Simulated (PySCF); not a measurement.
Compound: C₄H₅F₄O (doublet state).
Atom-mapped SMILES: `[CH3:1][O:2][CH2:3][C:4]([F:5])[C:6]([F:7])([F:8])[F:9]` (hydrogens: H10, H11, H12 on C1; H13, H14 on C3)

Structure used (GFN2-xTB), in Å, numbered top down from 1:
```
atom  x, y, z in Å
C1     1.820   -0.593    0.569
O2     1.082    0.608    0.672
C3     0.370    0.930   -0.482
C4    -0.838    0.082   -0.696
F5    -1.368    0.079   -1.929
C6    -1.801   -0.240    0.401
F7    -1.282   -1.088    1.304
F8    -2.922   -0.796   -0.060
F9    -2.169    0.857    1.103
H10    2.308   -0.730    1.530
H11    2.574   -0.520   -0.223
H12    1.163   -1.444    0.366
H13    0.066    1.984   -0.349
H14    0.997    0.871   -1.388
```

The hyperfine couplings belong to this conformer and change with its torsions.

Computed with PySCF, UKS B3LYP, pcH-1 on C F H O, non-relativistic, mean-field spin-orbit, GIAO. Isolated species at its GFN2-xTB geometry (one conformer only). The geometry wasn't refined by DFT: couplings that depend on bond lengths, twists or pyramidal angles can differ widely from those at the functional's own minimum. Stability of the SCF solution: not tested.

Principal values of hyperfine tensors in MHz (contact and dipolar terms together), for some of the nuclei:

```csv
atom,isotope,A1,A2,A3
C4,13C,79.15,81.46,328.45
H13,1H,121.65,125.59,134.94
F9,19F,52.34,55.31,272.74
F7,19F,28.85,28.99,137.59
H14,1H,27.25,28.38,43.73
C3,13C,-31.14,-30.35,-23.40
C6,13C,-26.02,-24.76,-16.65
O2,17O,-14.20,-10.98,-10.09
```

(1) Split each tensor into its isotropic and traceless parts, and turn a_iso into mT with g = 2.0036.

(2) What spin density at the nucleus of C6 lies behind its contact coupling (g_N = 1.40482)?

(3) F5 (19F, g_N = 5.25774) isn't in the table. Its spin density at the nucleus is 0.03817 bohr⁻³. What is its contact coupling?

(4) Which nucleus of the table has the largest anisotropic coupling, and what is its form?

(5) In a single crystal, with the field along each principal axis of the tensor of C4 in turn, what first-order splitting does this nucleus give (isotropic g, quadrupole terms neglected)?

Results:

(1) a_iso = (A1 + A2 + A3)/3, Ti = Ai − a_iso; 1 mT corresponds to 28.043 MHz.

```tsv
atom	a_iso (MHz)	a_iso (mT)	T1	T2	T3
C4	163.02	5.813	-83.87	-81.56	165.43
H13	127.39	4.543	-5.74	-1.80	7.55
F9	126.80	4.521	-74.46	-71.48	145.94
F7	65.15	2.323	-36.29	-36.15	72.45
H14	33.12	1.181	-5.87	-4.74	10.61
C3	-28.30	-1.009	-2.84	-2.06	4.90
C6	-22.47	-0.801	-3.54	-2.28	5.83
O2	-11.76	-0.419	-2.44	0.78	1.67
```

(2) a_FC = (2μ0/3) gₑ μB g_N μN ρ(0)/(2S·h) = 800.24 MHz × g_N × ρ(0)/(2S), with ρ in bohr⁻³. With a_FC = -22.47 MHz and 2S = 1, ρ(0) = -0.01999 bohr⁻³.

(3) By the same relation, a_FC = 160.6 MHz. Its full tensor has the principal values -117.68, -78.73, 678.24 MHz.

(4) C4: -83.9, -81.6, 165.4 MHz, axial, in the ratio −1:−1:+2, the form that spin in one p orbital centred on that nucleus gives.

(5) 2 lines (I = 1/2), spaced by |A_i|/(g × 13.996): 2.82, 2.90, 11.71 mT along the axes of A1, A2 and A3.
